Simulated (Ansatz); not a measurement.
Consider the redistribution: `CO[Si]F` + `NB(F)[SeH]` → `CO[Si]N` + `FB(F)[SeH]`.

Calculated with Ansatz (gas phase, PBE0-D4/def2-TZVP geometries, no zero-point term in ΔE). CCSD(T)/CBS is the MP2 limit (def2-TZVPP, def2-QZVPP) plus CCSD(T) − MP2 in def2-TZVPP, frozen cores. DFT in def2-TZVPP. For Se outer-core shells are correlated without core-valence functions, which leaves a few kJ/mol of doubt a bond. Scalar relativity is left out up to krypton. One conformer a species, not always the lowest.

| level | ΔE (kJ/mol) |
| --- | --- |
| LDA (SPW92) | 49.4 |
| CAM-B3LYP-D4 | 55.3 |
| MP2/def2-SVP | 40.6 |
| CCSD/def2-SVP | 41.1 |

Question: What does CCSD(T)/CBS give? (Estimate.)

Answer: The calculation gave: +51.7 kJ/mol. The listed levels differ from it by -2.3, 3.6, -11.1, -10.6 kJ/mol.

Largest T1 diagnostic among the species: 0.014.

At CCSD(T), def2-SVP lies −11.9 kJ/mol from the extrapolated value and def2-TZVPP −3.3 kJ/mol. Leaving LDA and LC-ωPBE aside and taking each functional with its dispersion term where it has one, the values, not all of them listed here, spread over 8.6 kJ/mol, from B97M-V to CAM-B3LYP-D4.
